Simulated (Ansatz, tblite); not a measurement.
Cost and result up the ladder for `[CH3][Ge]([CH3])([CH3])[Ge]([CH3])([CH3])[Ge]([CH3])([CH3])[Ge]([CH3])([CH3])[CH3]` (44 atoms). The state is a singlet with charge 0. Geometry: PBE-D4/def2-SVP.

Ansatz on 2 threads of AMD EPYC 7R13 on a shared host and a share (18 GiB) of an NVIDIA H100 80GB HBM3; xTB runs through tblite on one thread. Times are rough, summed over both states, and most runs start from the orbitals of an earlier one. PBE0-D4/def2-TZVP serves as the yardstick here, not as an exact answer. The other state is a triplet.

The xTB rows come from tblite. Single mean-field runs in def2-TZVP are fitted with def2-universal-jkfit.

xTB has no spin-polarisation term.

| level | functions | wall time | vertical triplet (eV) | difference from PBE0-D4/def2-TZVP (eV) |
| --- | --- | --- | --- | --- |
| GFN2-xTB | 106 | 0.12 s | 5.25 | 0.30 |
| GFN1-xTB | 136 | 0.21 s | 4.73 | -0.22 |
| PBE-D4/def2-TZVP | 682 | 19 s | 4.58 | -0.37 |
| PBE0-D4/def2-TZVP (with forces) | 682 | 26 s | 4.95 | 0.00 |
